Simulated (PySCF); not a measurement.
## How methods differ on the ionisation energy of F(2+)

F(2+) [He] 2s2 2p3 (4S) → F(3+) [He] 2s2 2p2 (3P), as a difference of total energies. Calculation: PySCF 2.14, in aug-cc-pVTZ with one added diffuse shell each of s, p, d, f type (6s5p4d3f, 62 functions); the non-relativistic Hamiltonian (point nucleus). Correlated levels: valence: 1s2 frozen. The calculations carry no spin-orbit coupling.

```csv
method,ionisation energy (eV)
UHF,62.243
MP2 (valence),62.826
SCS-MP2 (valence),62.566
CCSD (valence),62.604
CCSD(T) (valence),62.605
```

A first-order spin-orbit estimate (lowest level to lowest level, LS coupling) adds -0.054 eV.

Errors of the correlated levels include the incompleteness of this basis and the frozen core.

Which method comes closest to the reference value, and which is furthest?

The reference is 62.708 eV (semi-empirical (NIST evaluation); NIST Atomic Spectra Database, ionization energies). Closest: MP2 (valence) (error 0.064 eV); furthest: UHF (error -0.519 eV), both after the spin-orbit estimate.
